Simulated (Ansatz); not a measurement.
```yaml
crystal:
  periodic: [false, false, false]
  atoms:
    - {symbol: F, position_ang: [-1.856680, -0.950055, -1.170777]}
    - {symbol: C, position_ang: [-0.680461, -0.241114, -1.254663]}
    - {symbol: F, position_ang: [-1.067461, 0.880399, -1.951365]}
    - {symbol: F, position_ang: [0.089055, -0.940518, -2.116605]}
    - {symbol: C, position_ang: [0.000190, 0.000471, -0.000196]}
    - {symbol: C, position_ang: [-0.664822, 0.736394, 1.054079]}
    - {symbol: F, position_ang: [-0.040916, 1.892692, 1.462329]}
    - {symbol: F, position_ang: [-1.908503, 1.118807, 0.691746]}
    - {symbol: F, position_ang: [-0.830970, 0.062175, 2.241913]}
    - {symbol: C, position_ang: [1.345385, -0.495037, 0.200481]}
    - {symbol: F, position_ang: [1.819708, -0.177725, 1.424654]}
    - {symbol: F, position_ang: [2.292944, -0.028277, -0.681115]}
    - {symbol: F, position_ang: [1.502552, -1.858201, 0.099530]}
basis:
  gaussian: {orbitals: def2-TZVP}
total_charge: -1
magnetization: {spin_polarized: true, initial_magnetization: 0}
hamiltonian: {xc: {name: BHLYP}}
scf: {lower_state_search: light}
output: {forces: true}
```

```sh
$ ansatz run in.yaml --threads 4 --pin off --events-out ev --progress --plain --max-ram 66560MiB --backend cuda --devices 0, --max-vram 37GiB
```

Output, abridged:

```
Functional definition: BHLYP
2459 factors; their error is unknown
mean field evaluation 1: about -28596.2602 eV, gradient 4.5e1 eV
mean field evaluation 2: about -28597.3294 eV, gradient 4.4e1 eV
mean field evaluation 4: about -28602.5550 eV, gradient 1.8e0 eV
mean field evaluation 8: about -28602.5681 eV, gradient 4.5e-2 eV
mean field evaluation 16: about -28602.8015 eV, gradient 1.8e-4 eV
mean field -28602.80150619 eV, -1051.1335676773 hartree, gradient 2.1e-5 eV, S^2 0.000000; 0 other end points of the search recorded, 0 dependent functions left out
reference -28602.80165288 eV, -1051.1335730682 hartree; 53, 53 occupied and 350, 350 virtual orbitals, 2459 factors
Total energy: -28602.80165288 eV, -1051.1335730682 hartree
Atom 0 at    -1.856680    -0.950055    -1.170777 Å, force     0.509183     0.313757    -0.076507 eV/Å
Atom 1 at    -0.680461    -0.241114    -1.254663 Å, force    -0.244266    -0.052135    -0.368344 eV/Å
Atom 2 at    -1.067461     0.880399    -1.951365 Å, force     0.152149    -0.513347     0.275956 eV/Å
Atom 3 at     0.089055    -0.940518    -2.116605 Å, force    -0.338230     0.294746     0.348986 eV/Å
Atom 4 at     0.000190     0.000471    -0.000196 Å, force    -0.000005    -0.000789    -0.000026 eV/Å
Atom 5 at    -0.664822     0.736394     1.054079 Å, force    -0.167204     0.220384     0.348976 eV/Å
Atom 6 at    -0.040916     1.892692     1.462329 Å, force    -0.301475    -0.499333    -0.150393 eV/Å
Atom 7 at    -1.908503     1.118807     0.691746 Å, force     0.520646    -0.152215     0.170004 eV/Å
Atom 8 at    -0.830970     0.062175     2.241913 Å, force     0.055528     0.327670    -0.503127 eV/Å
Atom 9 at     1.345385    -0.495037     0.200481 Å, force     0.411188    -0.169399     0.020074 eV/Å
Atom 10 at     1.819708    -0.177725     1.424654 Å, force    -0.182447    -0.142548    -0.519099 eV/Å
Atom 11 at     2.292944    -0.028277    -0.681115 Å, force    -0.385909    -0.226919     0.403027 eV/Å
Atom 12 at     1.502552    -1.858201     0.099530 Å, force    -0.029158     0.600129     0.050473 eV/Å
Dipole moment:     0.000030     0.000040    -0.000030 e Å
```

Hardware: 4 threads of an AMD EPYC 7R13 on a shared host and a share of an NVIDIA H100 80 GB. Wall time 4.6 s, peak host memory 1.3 GiB.
